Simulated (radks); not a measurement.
Valence configurations of neutral iridium (all share [Xe]). Method: scalar-relativistic Kohn-Sham, SCAN, spin-unpolarised, spherical densities, finite nucleus; meta-GGA in the generalised Kohn-Sham scheme; Fermi nuclear charge, rms radius 5.4032 fm; computed with a radial shooting solver on a logarithmic mesh with Libxc functionals. Energies are relative to 4f14 5d7 6s2; eigenvalues in eV.

| valence | E (eV) | e(4f) | e(5d) | e(6p) | e(6s) |
|---|---|---|---|---|---|
| 4f14 5d7 6s2 | 0.000 | -63.135 | -7.248 | - | -6.939 |
| 4f14 5d8 6s1 | 0.072 | -60.390 | -5.513 | - | -5.861 |
| 4f14 5d6.5 6s2 6p0.5 | 3.409 | -65.582 | -9.111 | -1.739 | -8.051 |
| 4f14 5d7 6s1 6p1 | 6.014 | -65.042 | -9.093 | -2.038 | -8.033 |
| 4f13.5 5d8.5 6s1 | 28.706 | -65.472 | -5.947 | - | -5.816 |
| 4f12.5 5d8.5 6s2 | 94.548 | -79.076 | -8.901 | - | -6.941 |
| 4f14 5d7.5 6s1.5 | -0.038 | -61.729 | -6.362 | - | -6.459 |
| 4f14 5d6 6s2 6p1 | 7.386 | -68.014 | -10.915 | -2.373 | -9.041 |
| 4f12.5 5d9.5 6s1 | 93.044 | -75.920 | -6.831 | - | -5.706 |
| 4f13 5d8 6s2 | 60.648 | -73.673 | -8.344 | - | -6.947 |

NIST lists [Xe] 4f14 5d7 6s2 as the ground configuration; this level of theory puts 4f14 5d7.5 6s1.5 lower, by 0.038 eV. The energies are those of spherical spin-averaged densities, not of single terms.
